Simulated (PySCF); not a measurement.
Si(Cl)2(Me)(OH) (CH4Cl2OSi), SMILES C[Si](O)(Cl)Cl.

Geometry optimised at PBE-D3(BJ)/def2-SVP. One conformer was computed; it need not be the lowest.

Level of theory: PBE/def2-TZVP run with PySCF.

Symmetry labels are those of the subgroup Cs that the program uses (full group Cs).

Computed valence orbital energies around the gap with their symmetry:
```csv
orbital,symmetry,energy (eV)
HOMO−7,A",-9.79
HOMO−6,A',-9.70
HOMO−5,A',-9.05
HOMO−4,A",-8.45
HOMO−3,A',-8.18
HOMO−2,A',-7.83
HOMO−1,A",-7.80
HOMO,A",-7.51
LUMO,A',-0.58
LUMO+1,A',-0.18
LUMO+2,A',0.58
LUMO+3,A",0.60
```
